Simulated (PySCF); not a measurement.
Sn(Br)(OMe) (CH3BrOSn), SMILES [O]([Sn][Br])C (connectivity only; charge and spin as stated), neutral, multiplicity 1.

Geometry optimised at PBE-D3(BJ)/def2-SVP. The structure was generated by enumeration; whether it is a known compound was not checked. The def2 effective core potentials stand for the cores of Sn; spin–orbit coupling is left out. The values are those of a single conformer.

Method: PBE-D3(BJ)/def2-SVP run with PySCF.

Frequencies are harmonic and unscaled.

| mode | ν (cm⁻¹) | IR (km/mol) | moving atoms (share of kinetic energy) |
|---|---|---|---|
| 1 | 99 | 0.0 | H 99 % |
| 2 | 103 | 2.1 | C 39 %, Br 27 %, H 14 %, Sn 11 %, O 9 % |
| 3 | 143 | 12.6 | O 62 %, H 19 %, C 14 % |
| 4 | 221 | 14.5 | Br 54 %, Sn 30 % |
| 5 | 254 | 23.4 | O 34 %, C 24 %, Sn 20 %, H 15 % |
| 6 | 490 | 51.7 | O 63 %, C 15 %, Sn 15 % |
| 7 | 1083 | 158.1 | O 50 %, C 45 % |
| 8 | 1121 | 1.4 | H 77 %, C 19 % |
| 9 | 1136 | 0.6 | H 73 %, C 20 % |
| 10 | 1404 | 23.0 | H 89 %, C 9 % |
| 11 | 1412 | 9.4 | H 96 % |
| 12 | 1416 | 1.0 | H 96 % |
| 13 | 2909 | 97.1 | H 98 % |
| 14 | 2992 | 33.5 | H 90 %, C 10 % |
| 15 | 2995 | 18.6 | H 90 %, C 10 % |
